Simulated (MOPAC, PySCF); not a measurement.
C₄H₁₂O₄Sn, SMILES `C[O][Sn]([O]C)([O]C)[O]C`, neutral singlet in the gas phase. 

Cartesian coordinates (Å):
SMILES: C[O][Sn]([O]C)([O]C)[O]C
```xyz
21

C      0.0626     2.7899    -0.9779
O      0.6404     1.8460    -0.1048
Sn    -0.0003    -0.0003    -0.0007
O      1.4028    -1.0015     0.9262
C      2.7723    -0.7674     0.6871
O     -1.6422    -0.3105     1.0185
C     -1.6524    -0.3529     2.4276
O     -0.4003    -0.5347    -1.8405
C     -1.1824    -1.6695    -2.1367
H     -0.1236     2.3794    -1.9855
H     -0.8926     3.1839    -0.5860
H      0.7592     3.6373    -1.0786
H      3.0190     0.3077     0.6437
H      3.3475    -1.2158     1.5127
H      3.1128    -1.2359    -0.2540
H     -1.6124     0.6583     2.8713
H     -2.5940    -0.8244     2.7510
H     -0.8158    -0.9423     2.8416
H     -1.5141    -1.5951    -3.1845
H     -0.6063    -2.6066    -2.0314
H     -2.0803    -1.7456    -1.4990
```
Charge 0, spin multiplicity 1.

All levels are single points at this geometry (CAM-B3LYP-D3(BJ)/def2-SVP); Pople sets use spherical d functions. Orbital energies aren't observables, and empty levels follow the basis.

```
level                                   HOMO (eV)  LUMO (eV)  gap (eV)  dipole (D)  vertical IE, Delta-SCF (eV)
--------------------------------------  ---------  ---------  --------  ----------  ---------------------------
CAM-B3LYP-D3(BJ)/def2-TZVP in PySCF         -9.40      -0.52      8.88        0.01                        10.02
BP86/6-31G* (LANL2DZ on Sn) in PySCF        -6.10      -2.16      3.94        0.01                            –
M06-2X/6-31G* (LANL2DZ on Sn) in PySCF      -9.33      -0.17      9.17        0.01                            –
SVWN5/6-31G* (LANL2DZ on Sn) in PySCF       -6.06      -2.26      3.81        0.01                            –
PM6 in MOPAC                               -10.45      -0.90      9.55        0.01                            –
PM7 in MOPAC                                -9.98       0.96     10.94        0.01                            –
```
